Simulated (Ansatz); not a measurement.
Reactions of `[TeH]C1=NC1`.

Gas-phase electronic energies from Ansatz, PBE0-D4/def2-TZVP geometries. CCSD(T)/CBS adds triple-zeta CCSD(T) − MP2 to the extrapolated MP2 energy (def2 sets, frozen cores). Functionals use def2-TZVPP. Elements past krypton have def2 core potentials. For As, Ge, In, Se, Te outer-core shells are correlated without core-valence functions, which leaves a few kJ/mol of doubt a bond. Scalar relativity is left out up to krypton. Each species was taken in one conformer, which may not be the lowest.

```csv
reaction,CCSD(T)/CBS(def2) (eV)
`[TeH]C1=NC1` + `O[SiH3]` → `O[SiH2][TeH]` + `C1=NC1`,?
`[TeH]C1=NC1` + H₂Se → `[SeH]C1=NC1` + H₂Te,0.13
`[TeH]C1=NC1` + `N[AsH2]` → `N[AsH][TeH]` + `C1=NC1`,?
`[TeH]C1=NC1` + `[InH3]` → `[InH2][C]1=NC1` + H₂Te,-0.29
`[TeH]C1=NC1` + `C=[CH][GeH3]` → `C=[C]([GeH3])[TeH]` + `C1=NC1`,?
`[TeH]C1=NC1` + `CC[AsH]N` → `N[AsH][TeH]` + `CCC1=NC1`,-0.92
`[TeH]C1=NC1` + `NC[SiH2]F` → `NC([TeH])[SiH2]F` + `C1=NC1`,0.02
`[TeH]C1=NC1` + `CO[SiH3]` → `[SiH3]OC[TeH]` + `C1=NC1`,0.22
`[TeH]C1=NC1` + `N[SiH2][AlH2]` → `N[SiH2][AlH][TeH]` + `C1=NC1`,-1.46
```

**Question.** Fill in the missing values. (Estimate.)

**Answer.** Computed: `[TeH]C1=NC1` + `O[SiH3]` → `O[SiH2][TeH]` + `C1=NC1`: -0.79 eV; `[TeH]C1=NC1` + `N[AsH2]` → `N[AsH][TeH]` + `C1=NC1`: -0.80 eV; `[TeH]C1=NC1` + `C=[CH][GeH3]` → `C=[C]([GeH3])[TeH]` + `C1=NC1`: +0.11 eV.

Largest T1 diagnostic: 0.014, for `[InH3]`.
